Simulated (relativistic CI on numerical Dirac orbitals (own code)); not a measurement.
**Crystal-field levels of Co³⁺, 3d6**

Calculated by Dirac-Coulomb-Breit CI, orbitals from a KLI potential per configuration, a model potential for QED, valence Slater integrals scaled by 0.85, one configuration in a parametric crystal field (own radial code).

Field parameters in Wybourne normalisation: Td as Oh with Dq negative (B⁴₀ = 21Dq, B⁴₄ = √(5/14) B⁴₀). The field is a parameter set, without covalency.

S is read from ⟨S²⟩ = S(S + 1).

Site symmetry Td; labels are those of the double group. Computed levels in cm⁻¹ above the lowest, in rising order:

```
Δ (size of 10Dq)  Lowest  No. 2  No. 3   No. 4   No. 5     No. 6     No. 7     No. 8
            1800      A1  44 T1   88 E  166 T2  260 A2   1648 T2   1959 T1    2037 E
            3300      A1  35 T1   71 E  122 T2  177 A2   3033 T2   3351 T1    3386 E
            4750      A1  30 T1   59 E   99 T2  140 A2   4434 T2   4752 T1    4772 E
            6250      A1  26 T1   52 E   85 T2  120 A2   5905 T2   6223 T1    6235 E
            7700      A1  24 T1   47 E   77 T2  108 A2   7337 T2   7655 T1    7662 E
            9150      A1  22 T1   44 E   72 T2  101 A2   8775 T2   9092 T1    9096 E
           10650      A1  21 T1   42 E   69 T2   97 A2  10264 T2  10583 T1   10584 E
           12100      A1  21 T1   42 E   68 T2   95 A2  11706 T2   12024 E  12025 T1
           13550      A1  21 T1   41 E   68 T2   95 A2  11898 T2   11928 E  12353 T1
           15000      A1  21 T1   42 E   69 T2   97 A2  10578 T2   10607 E  11054 T1
           16500      A1  22 T1   44 E   73 T2  102 A2   9202 T2    9232 E   9697 T1
           17950      A1  24 T1   46 E   77 T2  109 A2   7865 T2    7898 E   8377 T1
```

Ground-state S against |10Dq| in cm⁻¹: 1800: 2.00, 3300: 2.00, 4750: 2.00, 6250: 2.00, 7700: 2.00, 9150: 2.00, 10650: 2.00, 12100: 2.00, 13550: 2.00, 15000: 2.00, 16500: 1.99, 17950: 1.99.

No abrupt spin change occurs in this range.
